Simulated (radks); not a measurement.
The numbers below are computed, except where a source is named.
Dispersion coefficients C6 (hartree bohr^6) between ground-configuration atoms and ions, from the Casimir-Polder integral (3/pi) of alpha_A(iw) alpha_B(iw). Level of theory: non-relativistic Kohn-Sham, LB94 model potential, spin-unpolarised, spherical densities, point nucleus (a radial shooting solver on a logarithmic mesh with Libxc functionals). Response by self-consistent Sternheimer equations with the Hartree and adiabatic LDA kernel.

\begin{tabular}{lrrrrrrrrr}
C6 & Zn & Ga+ & Ge2+ & As3+ & Se4+ & Br5+ & Kr6+ & Rb7+ & Sr8+ \\ \hline
Zn & 193.6 &  &  &  &  &  &  &  &  \\
Ga+ & 116.4 & 71.72 &  &  &  &  &  &  &  \\
Ge2+ & 79.11 & 49.55 & 34.61 &  &  &  &  &  &  \\
As3+ & 57.59 & 36.51 & 25.71 & 19.22 &  &  &  &  &  \\
Se4+ & 43.84 & 28.05 & 19.89 & 14.94 & 11.66 &  &  &  &  \\
Br5+ & 34.46 & 22.22 & 15.84 & 11.95 & 9.358 & 7.531 &  &  &  \\
Kr6+ & 27.74 & 18.01 & 12.89 & 9.762 & 7.669 & 6.187 & 5.093 &  &  \\
Rb7+ & 22.77 & 14.86 & 10.68 & 8.113 & 6.390 & 5.166 & 4.261 & 3.571 &  \\
Sr8+ & 18.97 & 12.44 & 8.978 & 6.837 & 5.397 & 4.372 & 3.613 & 3.032 & 2.578 \\
\end{tabular}

Static polarisabilities (bohr^3): Zn ([Ar] 3d10 4s2) 29.96, Ga+ ([Ar] 3d10 4s2) 15.24, Ge2+ ([Ar] 3d10 4s2) 9.392, As3+ ([Ar] 3d10 4s2) 6.387, Se4+ ([Ar] 3d10 4s2) 4.619, Br5+ ([Ar] 3d10 4s2) 3.485, Kr6+ ([Ar] 3d10 4s2) 2.713, Rb7+ ([Ar] 3d10 4s2) 2.163, Sr8+ ([Ar] 3d10 4s2) 1.759. The combination rule 2 Ca Cb / ((alpha_b/alpha_a) Ca + (alpha_a/alpha_b) Cb) gives 78.32 for Zn-Ge2+, against 79.11 from the integral.
